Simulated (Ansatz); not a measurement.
System: sum formula SiN₂H₄F, charge 0, multiplicity 2. It need not be the lowest isomer of its formula. 
Coordinates optimised at B3LYP-D3(BJ)/def2-TZVP (Ansatz, a quantum-chemistry and plane-wave program):
SMILES: N[Si](F)N
```xyz
8

N     -1.3171    -0.6026     0.5682
Si     0.1617    -0.2736    -0.2419
N      1.3056     0.1039     0.9665
F     -0.2228     0.9360    -1.2476
H     -1.3518    -1.3367     1.2590
H     -2.1884    -0.5272     0.0649
H      2.2958     0.0787     0.7897
H      1.0660     0.6830     1.7590
```
Charge 0, spin multiplicity 2.

Total electronic energies in hartree. Correlated levels leave the core frozen unless marked. UHF or UKS for open shells. Spin-orbit coupling is left out. No relativistic terms. Basis-set limits of correlation are two-point, X^-3; Hartree-Fock from the larger set. The bracket is a focal-point correction in the basis named.

```
level                                                                             program  energy (Eh)
-------------------------------------------------------------------------  --------------  -----------
revPBE/def2-TZVPD                                                                  Ansatz   -501.30607
PBE0/6-31G*                                                                        Ansatz   -500.94423
PBE0/def2-TZVP                                                                     Ansatz   -501.09070
PBE0/def2-TZVPD                                                                    Ansatz   -501.09412
BHLYP-D4/def2-TZVPD                                                        Ansatz + dftd4   -501.34604
HSE06/def2-TZVPD                                                                   Ansatz   -501.07802
CAM-B3LYP/def2-TZVPD                                                               Ansatz   -501.37872
LC-wPBE/def2-TZVPD                                                                 Ansatz   -501.22857
B2GP-PLYP/def2-TZVPD                                                               Ansatz   -501.10300
RPA@PBE/cc-pV(T+d)Z                                                                Ansatz   -500.98276
RPA@PBE/cc-pV(Q+d)Z                                                                Ansatz   -501.11917
MP2/STO-3G                                                                         Ansatz   -493.57108
RI-MP2/cc-pV(T+d)Z                                                                 Ansatz   -500.57867
SCS-MP2/cc-pV(D+d)Z                                                                Ansatz   -500.28776
SCS-MP2/aug-cc-pV(T+d)Z                                                            Ansatz   -500.59159
SCS-MP2/cc-pV(T+d)Z                                                                Ansatz   -500.56548
SCS-MP2/cc-pwCVTZ                                                                  Ansatz   -500.58313
CCSD/STO-3G                                                                        Ansatz   -493.60547
CCSD/aug-cc-pV(D+d)Z                                                               Ansatz   -500.40871
CCSD/aug-cc-pV(T+d)Z                                                               Ansatz   -500.62267
CCSD(T)/aug-cc-pV(D+d)Z                                                            Ansatz   -500.42865
RI-MP2/CBS(aug-cc-pV(T+d)Z,aug-cc-pV(Q+d)Z)+[CCSD(T)-MP2]/aug-cc-pV(Q+d)Z          Ansatz    -500.7584
CCSD(T)/CBS(aug-cc-pV(T+d)Z,aug-cc-pV(Q+d)Z)                                       Ansatz    -500.7553
```

Totals of different functionals don't rank their quality; only differences between species are comparable.
